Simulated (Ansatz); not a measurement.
C3H7Al at its PBE0-D4/def2-TZVP geometry, where that method's forces vanish. Total charge 0; spin multiplicity 1. The bonds changed during the relaxation, so this is another structure than the one it started from.

| atom | x (Å) | y (Å) | z (Å) |
| --- | --- | --- | --- |
| C1 | -0.3728 | 1.2311 | -0.4790 |
| C2 | -0.8270 | -0.0700 | -0.4008 |
| C3 | -0.6252 | -0.9372 | 0.7115 |
| Al4 | 1.2569 | -0.2862 | 0.0741 |
| H5 | -0.4182 | 1.7665 | -1.4173 |
| H6 | -0.2165 | 1.8221 | 0.4186 |
| H7 | -1.0719 | -0.5521 | -1.3470 |
| H8 | -0.6769 | -0.5090 | 1.7100 |
| H9 | -0.9790 | -1.9560 | 0.6273 |
| H10 | 1.9613 | -1.0092 | -1.1425 |
| H11 | 1.9693 | 0.5001 | 1.2451 |

(1) For each bond, give half the difference of the two atoms' forces along it (eV/Å; positive pushes the atoms apart) under PBE-D4, r2SCAN-D4, B3LYP-D4, ωB97M-V in def2-TZVPP. (Estimate.)

## Answers

(1) The calculation gave: 
| bond | length (Å) | PBE-D4 | r2SCAN-D4 | B3LYP-D4 | ωB97M-V |
| --- | --- | --- | --- | --- | --- |
| C1–C2 | 1.380 | 0.28 | 0.18 | 0.09 | -0.03 |
| C1–Al4 | 2.294 | 0.10 | 0.02 | 0.21 | 0.10 |
| C1–H5 | 1.081 | 0.02 | -0.07 | -0.09 | -0.05 |
| C1–H6 | 1.086 | 0.03 | -0.06 | -0.08 | -0.04 |
| C2–C3 | 1.425 | 0.05 | 0.06 | 0.15 | 0.18 |
| C2–Al4 | 2.148 | 0.11 | 0.03 | 0.24 | 0.18 |
| C2–H7 | 1.090 | 0.03 | -0.06 | -0.12 | -0.11 |
| C3–Al4 | 2.091 | 0.09 | 0.04 | 0.17 | 0.10 |
| C3–H8 | 1.088 | 0.08 | -0.03 | -0.08 | -0.08 |
| C3–H9 | 1.082 | 0.06 | -0.05 | -0.08 | -0.07 |
| Al4–H10 | 1.581 | 0.01 | -0.02 | -0.13 | -0.11 |
| Al4–H11 | 1.580 | 0.05 | -0.02 | -0.13 | -0.15 |

B3LYP here is the variant with VWN-RPA as its local correlation; programs differ in this.

All numbers were calculated with Ansatz.
